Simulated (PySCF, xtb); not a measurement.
Si(Cl)(Br)(NH2)2 (BrClH4N2Si), SMILES N[Si](N)(Cl)Br. One conformer was computed; it need not be the lowest.

Harmonic wavenumbers (cm⁻¹) from GFN2-xTB run with xtb 6.7.1 at its own minimum, in rising order: 111, 150, 180, 187, 205, 208, 250, 374, 434, 457, 503, 799, 809, 900, 974, 1496, 1502, 3488, 3498, 3530, 3537.

### Question
What does PBE-D3(BJ)/def2-SVP (PySCF) give at its own minimum? (Estimate from the structure and the level; the computed values follow.)

### Answer
130, 164, 219, 223, 244, 264, 380, 405, 417, 446, 524, 801, 813, 860, 926, 1475, 1480, 3489, 3491, 3593, 3595. Paired by order, the mean absolute difference is 32 cm⁻¹ and the zero-point energies are 33.7 and 34.2 kcal/mol.
